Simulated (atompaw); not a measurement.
# Pseudopotential generation for platinum: PAW (atompaw), PBE, scalar-relativistic.

Pt, PAW, made with atompaw 4.2.0.5 (PBE, scalar-relativistic). Core [Kr] 4d10 4f14, reference 5s2 5p6 5d9 6s0.5 6p0 (charge +0.5). Waves: 5s (bound): rc 1.70 bohr; 6s (bound): rc 1.40 bohr; 5p (bound): rc 1.95 bohr; 6p (bound, empty): rc 2.10 bohr; 5d (bound): rc 2.10 bohr; 5d channel at 0.65 Ry: rc 2.10 bohr. Local part: bessel scheme, radius 2.00 bohr. Core correction: smooth core density matched at 1.50 bohr. Augmentation charge: sinc compensation charge, radius 2.00 bohr; PAW radius 2.10 bohr; waves and projectors: custom rrkj gramschmidtortho.

Poles of the logarithmic derivatives, all-electron (AE) and pseudo (PS). s: poles at -7.7, 4.3 (AE) and -7.7, 4.2 (PS) Ry. p: poles at -4.2 (AE) and -4.2 (PS) Ry. d: poles at 0.3 (AE) and 0.3 (PS) Ry. Test radius 2.11 bohr.

- Cutoffs needed: 35 Ry and 50 Ry (the cutoffs (Ry, on a coarse ladder) from which the occupation-weighted sum of valence levels, in a spherical-Bessel basis at the reference potential, stays within 10 and 1 mRy of its value at 400 Ry)
- Ghost test: no extra level below or beside the all-electron valence levels (s, p, d, f tested) (spherical-Bessel basis up to 400 Ry, 20 bohr box)
- Lowest eigenvalue of the overlap operator: 0.26 (s channel)
- Overlap eigenvalues printed by atompaw (projector basis): 0.0561, 0.326, 1.22, 2.55, 4.72, 155
- Share of each valence orbital outside the PAW sphere: 5s 0 %, 6s 75 %, 5p 2 %, 6p 94 %, 5d 22 %
